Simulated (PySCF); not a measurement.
# GeCl⁺: one state, many levels of theory

State: ¹Σ⁺ (singlet), closed shell. Set-up: Ge def2-SVP, Cl def2-SVP; no relativity (PySCF 2.14). De refers to Ge⁺ + Cl in their high-spin ground configurations, without counterpoise correction. A positive dipole points towards Cl; it is taken about the centre of mass and depends on that origin.

```json
{"Level": "RHF", "Re (Å)": "2.069", "ωe (cm⁻¹)": "519", "De (eV)": "3.01", "μ (D)": "-2.67"}
{"Level": "RHF-MP2", "Re (Å)": "2.064", "ωe (cm⁻¹)": "522", "De (eV)": "4.37", "μ (D)": "n/a"}
{"Level": "RHF-SCS-MP2", "Re (Å)": "2.068", "ωe (cm⁻¹)": "518", "De (eV)": "4.21", "μ (D)": "n/a"}
{"Level": "RHF-CCSD", "Re (Å)": "2.070", "ωe (cm⁻¹)": "516", "De (eV)": "4.11", "μ (D)": "n/a"}
{"Level": "RHF-CCSD(T)", "Re (Å)": "2.076", "ωe (cm⁻¹)": "506", "De (eV)": "4.28", "μ (D)": "n/a"}
{"Level": "PBE", "Re (Å)": "2.098", "ωe (cm⁻¹)": "482", "De (eV)": "4.96", "μ (D)": "-2.01"}
{"Level": "BP86", "Re (Å)": "2.100", "ωe (cm⁻¹)": "480", "De (eV)": "4.91", "μ (D)": "-2.04"}
{"Level": "r²SCAN", "Re (Å)": "2.079", "ωe (cm⁻¹)": "499", "De (eV)": "4.79", "μ (D)": "-2.08"}
{"Level": "TPSSh", "Re (Å)": "2.086", "ωe (cm⁻¹)": "494", "De (eV)": "4.70", "μ (D)": "-2.19"}
{"Level": "PBE0", "Re (Å)": "2.076", "ωe (cm⁻¹)": "505", "De (eV)": "4.65", "μ (D)": "-2.21"}
{"Level": "B97-3", "Re (Å)": "2.088", "ωe (cm⁻¹)": "497", "De (eV)": "4.58", "μ (D)": "-2.37"}
{"Level": "LC-ωPBE", "Re (Å)": "2.051", "ωe (cm⁻¹)": "532", "De (eV)": "4.36", "μ (D)": "-2.25"}
```

The bond length runs from 2.051 Å (LC-ωPBE) to 2.100 Å (BP86). De spans 3.01 eV (RHF, mean field) to 4.96 eV (PBE, GGA). Correlation at CCSD(T) changes the Hartree–Fock bond energy by +1.27 eV; the triples alone change it by +0.17 eV.

Correlated steps freeze 14 core orbitals. Correlated levels converge slowly with the basis: in double zeta they bind strong bonds too weakly, by up to about 1 eV, and carry superposition errors of some tenths. For an ion De counts to the pair picked by the measured ionisation energies or electron affinities, which need not be the lowest pair at this level. Where the molecule has an RHF reference, its open-shell atoms are computed with UHF.

The whole job (state search and all levels along the bond) took about 1.7 min on 1 thread of Oxide Virtual Turin-like (shared host), peak memory 0.58 GiB.
